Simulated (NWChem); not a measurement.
# C2H3ClOSi; SMILES Cl[Si@H]1C=CO1

```xyz
8

Cl    -0.0353     1.8679    -0.2690
Si    -0.0790    -0.0123     0.5779
C     -1.0874    -1.3466    -0.1764
C      0.1142    -1.8937    -0.4547
O      1.1524    -1.0536    -0.0436
H      0.0165     0.1743     2.0405
H     -2.0766    -1.7384    -0.3558
H      0.4176    -2.8332    -0.9131
```
Atoms are numbered in this order, from 1.

Computed with NWChem. Geometry: optimised at B3LYP/6-31G* (spherical d). Level: PBE0/def2-SVP with SMD (1 M gas to 1 M solution), gas-phase geometry. Reactions with the solvent are ignored.

### Question
Among these, which solvent gives the highest value of “solvation free energy (kcal/mol)”?
A. tetrahydrofuran
B. ethyl acetate
C. water
D. chloroform

### Answer
C, water. Values: ethyl acetate -3.4; chloroform -3.3; tetrahydrofuran -3.2; water -1.2
